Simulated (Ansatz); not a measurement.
Abridged output of a molecular run in Ansatz:

```
Functional definition: HF
1321 factors; integrals over basis functions are off by at most 1.1e-3 eV
mean field evaluation 1: about -26861.9068 eV, gradient 4.1e1 eV
mean field evaluation 2: about -26862.1159 eV, gradient 4.1e1 eV
mean field evaluation 4: about -26865.1486 eV, gradient 3.1e0 eV
mean field evaluation 8: about -26865.1975 eV, gradient 2.0e-1 eV
mean field -26865.19763472 eV, -987.2778031911 hartree, gradient 7.1e-6 eV, S^2 0.000000; 0 other end points of the search recorded, 0 dependent functions left out
13 core orbitals not correlated: weight in the atoms' cores, before any rotation towards them, 1.000 or more for the frozen orbitals, at most 0.000 for the correlated occupied ones
reference -26865.19763472 eV, -987.2778031911 hartree; 16, 16 occupied and 190, 190 virtual orbitals, 1321 factors
second order -26.57380241 eV of doubles, -0.00000000 eV of singles
cycle   1  -26.85219520 eV  change   -2.8e-1 eV  update   9.8e-2
cycle   2  -27.35782504 eV  change   -5.1e-1 eV  update   2.7e-2
cycle   3  -27.47522542 eV  change   -1.2e-1 eV  update   1.3e-2
cycle   4  -27.46332046 eV  change    1.2e-2 eV  update   2.5e-3
cycle   5  -27.46181860 eV  change    1.5e-3 eV  update   9.5e-4
cycle   6  -27.46228735 eV  change   -4.7e-4 eV  update   2.5e-4
cycle   7  -27.46214270 eV  change    1.4e-4 eV  update   8.7e-5
cycle   8  -27.46210480 eV  change    3.8e-5 eV  update   2.3e-5
perturbative correction -0.92464008 eV, -0.0339798961 hartree
Total energy: -26893.58437960 eV, -988.3209968240 hartree
```

Its atoms:

Z-matrix (Å, degrees):
```
C
Si 1 1.832
H 1 1.092 2 110.4
H 1 1.092 2 110.1 3 120.0
H 1 1.092 2 110.4 3 -120.0
F 2 1.582 1 111.0 3 -179.3
F 2 1.582 1 111.0 3 -61.0
Cl 2 2.029 1 112.6 3 59.8
```

**Question.** Which basis set was used?
A. cc-pV(D+d)Z
B. def2-TZVPP
C. def2-SVPD
D. def2-SVP

**Answer.** B. It gives 219 functions.

**Question.** Write the keys of the input that set method, charge and spin (a neutral closed shell needs none for the last two).

**Answer.** 
```yaml
correlation: {method: ccsd_t}
```
